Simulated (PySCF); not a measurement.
Ne²⁺: ionisation energy

Ne²⁺ [He] 2s2 2p4 (3P) → Ne³⁺ [He] 2s2 2p3 (4S), as a difference of total energies. All numbers are calculated (PySCF 2.14, no relativity, point nucleus, in dyall-acv3z (15s9p4d2f, 76 functions)). Correlated levels: valence: 1s2 frozen; virtual orbitals above 40 to 60 times the deepest correlated orbital energy dropped. The calculations carry no spin-orbit coupling.

```
           method  ionisation energy (eV)  plus first-order spin-orbit estimate  error of that sum (eV)
              UHF                  61.822                                61.860                  -1.563
    MP2 (valence)                  63.052                                63.090                  -0.333
SCS-MP2 (valence)                  63.163                                63.201                  -0.222
   CCSD (valence)                  63.086                                63.123                  -0.300
CCSD(T) (valence)                  63.105                                63.143                  -0.280
```

Reference: 63.423 eV (measured; NIST Atomic Spectra Database, ionization energies).

A first-order spin-orbit estimate (lowest level to lowest level, LS coupling) adds 0.038 eV.

Errors of the correlated levels include the incompleteness of this basis and the frozen core.
